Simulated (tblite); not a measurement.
Problem. What does the GFN2-xTB structure of `CO[SiH2][C@H]([SiH3])[SiH2][SiH3]` look like in three dimensions?

Solution. 
```
atom  x, y, z in Å
C1     2.0346   -1.4505    1.5553
O2     1.1613   -0.7727    0.7079
Si3    1.1156    0.8324    0.4318
C4    -0.2353    0.9574   -0.8785
Si5   -0.6276    2.7714   -1.2563
Si6   -1.7576   -0.1056   -0.4202
Si7   -1.2231   -2.3361   -0.1747
H8     1.8143   -1.2178    2.6000
H9     3.0716   -1.1754    1.3505
H10    1.9053   -2.5204    1.3907
H11    2.4294    1.3037   -0.0297
H12    0.8006    1.5510    1.6735
H13    0.1722    0.5293   -1.7998
H14   -1.1862    3.4331   -0.0775
H15   -1.5857    2.8546   -2.3621
H16    0.5968    3.4765   -1.6479
H17   -2.7610    0.1184   -1.4807
H18   -2.3561    0.4901    0.7892
H19   -0.0647   -2.7775   -0.9577
H20   -2.3269   -3.1997   -0.6282
H21   -0.9864   -2.7453    1.2139
```

Any rigid rotation of these coordinates is as good. Atoms count from 1 in this order. Si3 (oxygen-bound silicon) is distorted tetrahedral (angles from 101.7° to 113.7°). Of the pairs four or more bonds apart, O2···Si7 is among the closest relative to their van der Waals radii: 2.98 Å, 82 % of the sum of Bondi's values. O2 (silyl ether oxygen) is bent (angle 126.9°). Si7 (SiH3 silicon) is distorted tetrahedral (angles from 104.4° to 114.7°).

Bonds between heavy atoms (Å): C1–O2 1.393, O2–Si3 1.629, Si3–C4 1.886, C4–Si5 1.894, C4–Si6 1.912, Si6–Si7 2.307.

The geometry is computed with GFN2-xTB (gas phase).

Point group: C1 (no symmetry element, even within 0.4 Å). Its GFN2-xTB frequencies are all real (lowest 39 cm⁻¹). One conformer, not necessarily the lowest (C1–O2–Si3–C4 177°, O2–Si3–C4–Si5 174°, Si3–C4–Si6–Si7 -59°). 3 starts were optimised and ended at 0.00, 2.26 and 2.42 kcal/mol (GFN2-xTB); the lowest of these is shown.

Hardware: one thread, Arm Neoverse N1 (aarch64), no GPU (shared host). Cost: 2.5 s. This is the geometry optimisation.
